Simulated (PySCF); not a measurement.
H3O3Sc, SMILES [OH][Sc]([OH])[OH]. Atoms are numbered in the order given.

```xyz
7

Sc     0.0000     0.0000     0.0000
O      1.5874    -0.9974     0.0000
H      2.0522    -1.8381     0.0000
O     -1.6575    -0.8760     0.0000
H     -2.6179    -0.8582     0.0000
O      0.0701     1.8734     0.0000
H      0.5658     2.6963     0.0000
```
Charge 0, spin multiplicity 1.

Coordinates come from a B3LYP-D3(BJ)/def2-SVP optimisation. Other conformers were not sampled.

Computed with KT2/pcSseg-1 (PySCF).

GIAO shieldings, no solvent; atoms alike by connectivity are averaged. δ = σ(ref) − σ: ¹⁷O against H2O (σ = 330.4 ppm); ¹H against TMS (σ = 31.47 ppm), references at their B3LYP-D3(BJ)/def2-TZVP geometries, non-relativistic.

### Question
Estimate the chemical shifts. (An estimate is asked for; the answer gives what the named calculation found.)

### Answer

```csv
nucleus,atoms,count,δ (ppm)
¹⁷O,"O2, O4, O6",3,231.9
¹H,"H3, H5, H7",3,4.06
```
